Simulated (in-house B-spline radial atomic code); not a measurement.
Spin-orbit splittings of orbital energies (j = l + 1/2 less j = l - 1/2) and ratios of mean radii (lower j over upper j) along the 31-electron series, configuration [Ar] 3d10 4s2 4p1. Computed with an all-electron radial atomic-structure program (B-spline basis): Dirac-Hartree-Fock, average of the configuration, finite nuclei.

```
  ion   Z  splitting of 2p (eV)  radius ratio of 2p  splitting of 3p (eV)  radius ratio of 3p  splitting of 3d (eV)  radius ratio of 3d
 Sr7+  38                 68.99             0.97279                11.087             0.98067                1.9347               0.993
 Zr9+  40                 86.54             0.96978                14.445             0.97909                2.6275             0.99257
Nb10+  41                96.515             0.96821                16.397             0.97825                3.0365             0.99232
Mo11+  42                107.36             0.96661                18.548             0.97738                3.4912             0.99204
Tc12+  43                119.12             0.96496                20.913             0.97648                 3.995             0.99175
Ru13+  44                131.86             0.96327                23.505             0.97555                4.5512             0.99144
Rh14+  45                145.63             0.96153                26.339              0.9746                5.1633             0.99112
Pd15+  46                 160.5             0.95975                29.431             0.97361                 5.835             0.99078
Ag16+  47                     ?                   ?                     ?                   ?                     ?                   ?
Cd17+  48                193.77             0.95606                36.455             0.97155                7.3721             0.99007
In18+  49                     ?                   ?                     ?                   ?                     ?                   ?
Sn19+  50                     ?                   ?                     ?                   ?                     ?                   ?
Sb20+  51                253.53             0.95018                49.355             0.96823                10.222              0.9889
Te21+  52                276.37             0.94813                54.362             0.96707                11.333             0.98849
 I22+  53                300.79             0.94603                59.756             0.96587                12.533             0.98806
Xe23+  54                326.89             0.94388                65.559             0.96464                13.826             0.98763
Cs24+  55                354.74             0.94169                71.795             0.96339                15.217             0.98718
Ba25+  56                384.43             0.93944                78.485              0.9621                16.709             0.98672
La26+  57                416.06             0.93715                85.655             0.96078                 18.31             0.98626
Ce27+  58                449.73             0.93481                93.331             0.95943                20.022             0.98578
Pr28+  59                485.52             0.93241                101.54             0.95804                21.853             0.98529
Nd29+  60                523.56             0.92996                110.31             0.95663                23.807             0.98479
Pm30+  61                563.93             0.92747                119.66             0.95518                25.889             0.98428
Sm31+  62                606.76             0.92491                129.63             0.95369                28.106             0.98376
Eu32+  63                652.17             0.92231                140.26             0.95217                30.463             0.98323
Gd33+  64                700.27             0.91965                151.56             0.95062                32.966             0.98268
```

Fill in the row of Ag16+.

splitting of 2p (eV): 176.52; radius ratio of 2p: 0.95793; splitting of 3p (eV): 32.797; radius ratio of 3p: 0.97259; splitting of 3d (eV): 6.57; radius ratio of 3d: 0.99043.

Fill in the row of In18+.

splitting of 2p (eV): 212.31; radius ratio of 2p: 0.95415; splitting of 3p (eV): 40.421; radius ratio of 3p: 0.97047; splitting of 3d (eV): 8.2453; radius ratio of 3d: 0.98969.

Fill in the row of Sn19+.

splitting of 2p (eV): 232.2; radius ratio of 2p: 0.95219; splitting of 3p (eV): 44.715; radius ratio of 3p: 0.96937; splitting of 3d (eV): 9.1938; radius ratio of 3d: 0.9893.

With what power of Z does the column «splitting of 2p (eV)» change over this range?

A fit of the logarithm of its size against log Z from Z = 38 to 64 has slope 4.44. An unscreened hydrogenic electron would give 4 at low Z; screening makes the apparent power larger near the neutral end, and relativity raises it again at high Z.
